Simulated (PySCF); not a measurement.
Job file and geometry (Å, from GFN2-xTB) of an NMR shielding run on `InChI=1S/C6H11BCl2Si/c1-4(2)5-3-10-6(5)7(8)9/h5-6H,1,3,10H2,2H3/t5-,6+/m0/s1`, GIAO PBE0/pcSseg-1 NMR shielding, non-relativistic, gas phase in PySCF 2.14.0, density-fitted response routines; density fitting, a coarse starting grid and PySCF grid level 2 are the driver's defaults:

```
$ OMP_NUM_THREADS=1 python probes_run.py task.json out

{"job": {"kind": "nmr", "xc": "PBE0", "basis": "pcSseg-1"}, "charge": 0, "multiplicity": 1}
C     -2.058991     0.012680    -0.854706
C     -1.324167    -0.454921     0.143212
C     -1.751363    -1.630206     0.967602
C      0.015382     0.129964     0.494413
C      0.060618     1.677958     0.587737
Si     1.512291     1.782184    -0.638525
C      1.073216    -0.116547    -0.621250
B      2.277532    -1.036279    -0.349420
Cl     3.256429    -1.623460    -1.658163
Cl     2.794263    -1.422201     1.257757
H     -3.009987    -0.422506    -1.109806
H     -1.743443     0.846850    -1.458932
H     -1.833591    -1.345325     2.016000
H     -1.006209    -2.422325     0.896755
H     -2.710043    -2.018658     0.634463
H      0.363429    -0.307608     1.431292
H     -0.868914     2.138557     0.260740
H      0.252434     2.031000     1.598943
H      2.814855     2.147277    -0.085788
H      1.295339     2.400212    -1.945934
H      0.582000    -0.349703    -1.566860
```

Q: What does the program print?

A: 
```
coarse grid: 19296 points
cycle   1  E = -1469.0999977328  dE =  1.241e+00  |g| = 5.164e-01  |ddm| = 4.228e+00
cycle   2  E = -1469.0808695381  dE =  1.913e-02  |g| = 5.888e-01  |ddm| = 1.085e+00
cycle   3  E = -1469.1715818647  dE = -9.071e-02  |g| = 6.870e-02  |ddm| = 6.572e-01
cycle   4  E = -1469.1726103376  dE = -1.028e-03  |g| = 3.190e-02  |ddm| = 1.187e-01
cycle   5  E = -1469.1728428402  dE = -2.325e-04  |g| = 8.856e-03  |ddm| = 3.728e-02
cycle   6  E = -1469.1728603996  dE = -1.756e-05  |g| = 3.522e-03  |ddm| = 1.192e-02
cycle   7  E = -1469.1728634013  dE = -3.002e-06  |g| = 9.469e-04  |ddm| = 4.053e-03
final grid: 172968 points
cycle   8  E = -1469.2297485445  dE = -6.601e-05  |g| = 9.280e-03  |ddm| = 4.676e-02
cycle   9  E = -1469.2297345762  dE =  1.397e-05  |g| = 1.146e-02  |ddm| = 2.193e-02
cycle  10  E = -1469.2297697126  dE = -3.514e-05  |g| = 2.039e-03  |ddm| = 1.401e-02
cycle  11  E = -1469.2297706687  dE = -9.561e-07  |g| = 5.130e-04  |ddm| = 2.308e-03
cycle  12  E = -1469.2297707306  dE = -6.190e-08  |g| = 1.255e-04  |ddm| = 5.087e-04
cycle  13  E = -1469.2297707341  dE = -3.489e-09  |g| = 4.269e-05  |ddm| = 1.614e-04
cycle  14  E = -1469.2297707345  dE = -4.538e-10  |g| = 8.031e-06  |ddm| = 4.810e-05
converged SCF energy = -1469.2297707345

GIAO shielding tensors (ppm)
atom      isotropic    diamagn.    paramagn.     s11        s22        s33       span
  0 C       70.852     255.045    -184.193    -37.744     92.854    157.445    195.189
  1 C       16.294     261.239    -244.945   -112.177      6.440    154.620    266.797
  2 C      158.882     245.765     -86.883    136.733    154.248    185.666     48.933
  3 C      144.473     249.760    -105.287    132.679    143.213    157.526     24.847
  4 C      169.342     252.518     -83.175    146.197    160.329    201.501     55.304
  5 Si     382.214     880.950    -498.736    334.604    387.901    424.136     89.532
  6 C      138.102     258.004    -119.902    111.586    125.720    176.999     65.412
  7 B       41.776     189.577    -147.800     -9.014     49.376     84.965     93.979
  8 Cl     720.575    1146.595    -426.019    484.902    794.642    882.182    397.281
  9 Cl     719.291    1148.524    -429.233    460.597    761.454    935.822    475.224
 10 H       26.336      31.167      -4.831     24.023     25.071     29.914      5.891
 11 H       26.311      34.085      -7.774     22.695     24.910     31.328      8.633
 12 H       29.685      29.166       0.519     25.873     28.328     34.853      8.980
 13 H       29.750      29.906      -0.155     25.312     30.315     33.623      8.310
 14 H       29.911      29.112       0.799     25.523     28.261     35.949     10.427
 15 H       28.370      35.861      -7.491     25.208     29.118     30.783      5.574
 16 H       30.012      32.535      -2.524     26.579     28.587     34.868      8.289
 17 H       29.779      31.304      -1.525     25.869     27.162     36.306     10.437
 18 H       27.106      29.241      -2.135     24.183     26.009     31.125      6.942
 19 H       26.670      29.515      -2.845     23.949     24.126     31.934      7.985
 20 H       29.025      34.214      -5.189     25.463     29.845     31.765      6.301
```

Size and cost of the density-fitted run: 246 basis functions, 2.8 min wall time on 1 thread of an Intel Xeon, shared host; peak memory 1.1 GiB.
